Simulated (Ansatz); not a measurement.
C₂H₇ClF₂MoO₃, SMILES `C[O][Mo]([OH])([F])([F])([Cl])[O]C`. Charge 0, multiplicity 1. Mo takes the def2 core potential.

Z-matrix (Å, degrees):
```
Mo
Cl 1 2.344
O 1 1.818 2 101.9
C 1 2.967 2 110.5 3 -18.5
F 1 1.869 2 82.9 3 -84.8
O 1 1.813 2 84.7 3 95.1
O 1 1.892 2 171.5 3 -145.8
F 1 1.874 2 90.6 3 -170.9
H 4 1.094 1 92.6 2 -64.5
H 4 1.095 1 96.7 2 -174.3
H 4 1.091 1 134.7 2 58.6
C 6 1.392 1 148.1 2 17.7
H 7 0.964 1 114.7 2 -21.2
H 12 1.095 6 108.7 1 -22.9
H 12 1.093 6 109.1 1 96.8
H 12 1.092 6 109.0 1 -143.2
```

Question: List the harmonic frequencies (cm⁻¹, unscaled) at PBE0-D4/def2-TZVP in Ansatz. (An estimate is asked.)

Answer: The calculation gave: 36, 60, 109, 116, 122, 129, 151, 165, 235, 265, 300, 306, 338, 353, 361, 379, 482, 563, 599, 645, 656, 695, 821, 1129, 1152, 1157, 1169, 1174, 1188, 1448, 1449, 1467, 1469, 1472, 1472, 3027, 3031, 3110, 3111, 3129, 3142, 3847.

Question: Is this a minimum?

Answer: Yes, all 42 modes are real.

Question: Give the ideal-gas thermochemistry at 298.15 K and 1 bar (rigid rotor, harmonic oscillator; point group C1, symmetry number 1).

Answer: Zero-point energy 275.3 kJ/mol; H(298) − E = 311.9 kJ/mol; entropy 478.3 J/(mol·K), of which translation 177.6, rotation 126.3, vibration 174.4; G(298) − E = 169.2 kJ/mol. Modes under 100 cm⁻¹ are hindered rotations or soft bends, so the harmonic entropy is rough.

Question: Rotational constants (cm⁻¹)?

Answer: 0.04205, 0.03004, 0.0284.
